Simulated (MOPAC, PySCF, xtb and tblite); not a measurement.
Relaxed torsion scan: SMILES c1coc(Oc2ccco2)c1. Scanned: dihedral O3–C4–O5–C6; all other coordinates were relaxed at GFN2-xTB. Points at φ and −φ are mirror images. Heavy atoms are numbered in the order of the SMILES c1coc(Oc2ccco2)c1, hydrogens after them in the order of the atoms that carry them; the mirror image has the same energies with the sign of each dihedral reversed.

Levels of theory: RHF/LANL2DZ = restricted Hartree-Fock/LANL2DZ, density fitting // GFN2-xTB in PySCF; PM3, restricted, heats of formation // GFN2-xTB (MOPAC); GFN2-xTB (xtb and tblite).

Energies in kJ/mol, each method relative to its own lowest point.

| φ / ° | RHF/LANL2DZ | PM3 | GFN2-xTB |
|---|---|---|---|
| -165 | 1.3 | 6.5 | 1.8 |
| -150 | 4.1 | 4.9 | 2.5 |
| -135 | 6.4 | 3.7 | 3.8 |
| -120 | 6.9 | 2.5 | 5.3 |
| -105 | 5.3 | 1.2 | 6.2 |
| -90 | 2.7 | 0.2 | 6.0 |
| -75 | 0.8 | 0.0 | 4.5 |
| -60 | 0.7 | 0.9 | 2.5 |
| -45 | 2.7 | 2.8 | 0.8 |
| -30 | 6.8 | 5.4 | 0.0 |
| -15 | 12.9 | 8.6 | 0.2 |
| 0 | 21.6 | 12.7 | 0.6 |
| 15 | 12.9 | 8.6 | 0.2 |
| 30 | 6.8 | 5.4 | 0.0 |
| 45 | 2.7 | 2.8 | 0.8 |
| 60 | 0.7 | 0.9 | 2.5 |
| 75 | 0.8 | 0.0 | 4.5 |
| 90 | 2.7 | 0.2 | 6.0 |
| 105 | 5.3 | 1.2 | 6.2 |
| 120 | 6.9 | 2.5 | 5.3 |
| 135 | 6.4 | 3.7 | 3.8 |
| 150 | 4.1 | 4.9 | 2.5 |
| 165 | 1.3 | 6.5 | 1.8 |
| 180 | 0.0 | 7.4 | 1.6 |
